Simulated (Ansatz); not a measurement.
`[F][Ge]([F])([F])[SiH3]` + `[NH2][Zn][OH]` → `[NH2][Zn][O][SiH3]` + `[F][GeH]([F])[F]`  (cleavage of the Si–Ge bond)

Calculated with Ansatz (gas phase, PBE0-D4/def2-TZVP geometries, no zero-point term in ΔE). CCSD(T)/CBS is the MP2 limit (def2-TZVPP, def2-QZVPP) plus CCSD(T) − MP2 in def2-TZVPP, frozen cores. Functionals use def2-TZVPP. For Ge, Zn outer-core shells are correlated without core-valence functions, which leaves a few kJ/mol of doubt a bond. Scalar relativity is left out up to krypton. One conformer a species, not always the lowest.

CCSD(T)/CBS gives -83.2 kJ/mol.

(1) Another level gave -84.5 kJ/mol. Which?
A. BLYP-D4/def2-TZVPP
B. BHLYP-D4/def2-TZVPP
C. r2SCAN-D4/def2-TZVPP
D. r2SCAN0/def2-TZVPP

Largest T1 diagnostic among the species: 0.017.

## Answers

(1) D. r2SCAN0 -84.5, r2SCAN-D4 -76.8, BLYP-D4 -66.3, BHLYP-D4 -92.9 kJ/mol.

From PBE to PBE0 (25 % exact exchange), in def2-TZVPP and without D4, ΔE moves by −14.2 kJ/mol. At CCSD(T), def2-SVP lies −22.8 kJ/mol from the extrapolated value and def2-TZVPP −6.0 kJ/mol. Leaving LDA and LC-ωPBE aside and taking each functional with its dispersion term where it has one, the values, not all of them listed here, spread over 38.1 kJ/mol, from BHLYP-D4 to PBE-D4. LDA lies −4.0 kJ/mol from PBE without D4.
